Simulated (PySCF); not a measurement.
C₁₀H₈.
SMILES: `C1=CC1=Cc1ccccc1`

Torsions of this conformer, `[CH:1]1=[CH:2][C:3]1=[CH:4][c:5]1[cH:6][cH:7][cH:8][cH:9][cH:10]1`: C3–C4–C5–C6 180°.

The closed-shell ground state was solved at several levels (PySCF, density fitting, gas phase, non-relativistic). The structure is a single PBE0-D3(BJ)/def2-SVP conformer in the gas phase; no vibrational or solvent corrections.

| level | basis functions | HOMO (eV) | LUMO (eV) | gap (eV) | dipole (D) |
| --- | --- | --- | --- | --- | --- |
| PBE0/pcSseg-1 | 210 | -5.49 | -0.89 | 4.60 | 3.20 |
| B3LYP/def2-SVPD | 264 | -5.30 | -1.19 | 4.11 | 3.19 |

(1) What might wB97X-D/pcSseg-1 (210 basis functions) give for the same quantities?

(2) Over all these levels, which gives the widest orbital gap and which the narrowest?

(3) How far do the dipole and the HOMO energy spread over the levels?

Results:

(1) HOMO -7.15 eV, LUMO 1.00 eV, gap 8.15 eV, dipole 3.14 D.

(2) wB97X-D/pcSseg-1 (range-separated hybrid) has the widest, 8.15 eV, and B3LYP/def2-SVPD (global hybrid, 20 % exact exchange) the narrowest, 4.11 eV. Functional and basis both differ between the two, so the spread mixes both effects.

(3) The dipole runs from 3.14 to 3.20 D (mean 3.18 D) and the HOMO from -7.15 to -5.30 eV.
